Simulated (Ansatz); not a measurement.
Cost and result for the atomization energy of H₅OSSi₂, SMILES `O[SiH2]S[SiH2]` radical (9 atoms, 8 bonds).

```xyz
9

O     1.760   -0.900    0.503
Si    1.159    0.575    0.117
S    -0.232    0.508   -1.513
Si   -1.975    0.130   -0.351
H     1.140   -1.587    0.753
H     0.458    1.193    1.272
H     2.315    1.378   -0.328
H    -1.649   -0.780    0.789
H    -2.977   -0.517   -1.243
```

The species carries charge 0 and has multiplicity 2. The structure was optimised at the PBE0-D4/def2-TZVP level. It is one conformer, not always the lowest. Program: Ansatz. All runs use 4 threads of a server CPU on a shared host. Times are those of one run each, without the atoms' runs, and a repeat can differ threefold. Electronic energies, without spin–orbit coupling; frozen cores. CCSD(T)/CBS adds CCSD(T) − MP2 in def2-TZVPP to the MP2 limit, and its time is that of the two runs behind it. T1 = 0.015; ⟨S²⟩ of the reference is 0.76. B3LYP takes the VWN-RPA correlation (the form of Gaussian; ORCA's B3LYP/G). HSE06 is the plane-wave form, built on full-range PBE exchange.

CCSD(T)/CBS is a level of theory with its own doubt, some kJ/mol a heavy atom from the limit and from the frozen cores, so smaller differences don't rank the functionals.

```tsv
level	functions	wall time	atomization (kJ/mol)	difference from CCSD(T)/CBS	per bond
BLYP-D4/def2-TZVPP	227	3.2 s	2813.5	-33.6	-4.2
revPBE-D4/def2-TZVPP	227	3.2 s	2792.6	-54.5	-6.8
PBE-D4/def2-TZVPP (with forces)	227	3.4 s	2846.8	-0.3	0.0
B3LYP-D4/def2-TZVPP (with forces)	227	6 s	2827.7	-19.4	-2.4
HSE06-D4/def2-TZVPP	227	6.5 s	2813.7	-33.4	-4.2
CCSD(T)/def2-SVP	93	7 s	2581.9	-265.2	-33.2
CAM-B3LYP-D4/def2-TZVPP	227	7.5 s	2835.4	-11.7	-1.5
r2SCAN-D4/def2-TZVPP (with forces)	227	8.5 s	2858.0	10.9	1.4
ωB97X-V/def2-TZVPP	227	14 s	2859.6	12.5	1.6
ωB97M-V/def2-TZVPP (with forces)	227	19 s	2846.8	-0.3	0.0
MP2/def2-QZVPP	417	25 s	2842.9	-4.2	-0.5
CCSD(T)/def2-TZVPP	227	4.9 min	2753.7	-93.4	-11.7
CCSD(T)/CBS(def2)	–	5.3 min	2847.1	0.0	0.0
```

At CCSD(T), def2-SVP lies −265.2 kJ/mol from the extrapolated value and def2-TZVPP −93.4 kJ/mol: correlation converges slowly with the basis, and small sets miss more of it in the bonded molecule than in its fragments. The D4 term adds +39.9 kJ/mol with B3LYP and +20.8 kJ/mol with PBE0; it sums over pairs of atoms, weighted by their polarisabilities, and B3LYP, whose exchange is more repulsive, gets the larger term. From r2SCAN to r2SCAN0 (25 % exact exchange), in def2-TZVPP and without D4, the atomization energy moves by −43.7 kJ/mol: exact exchange takes away binding that semilocal exchange gives to molecules.
